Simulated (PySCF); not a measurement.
A structure optimised at PBE-D3(BJ)/def2-TZVP, used in a PySCF frequency run:

```xyz
9

C      1.2420     0.2018    -0.3297
C      0.0715    -0.3961     0.3523
N     -1.1839     0.1920    -0.1321
H      2.2369     0.1356     0.1091
H      1.1335     0.5839    -1.3450
H      0.2151    -0.3339     1.4536
H      0.0224    -1.4853     0.1322
H     -1.2186     1.1809     0.1246
H     -1.9836    -0.2599     0.3152
```
Charge 0, spin multiplicity 2.

**Question.** Write its SMILES and formula.

**Answer.** [CH2]CN, C2H6N

**Question.** What are its rotational constants (standard atomic weights)?

**Answer.** 36.671, 9.5175, 8.2004 GHz
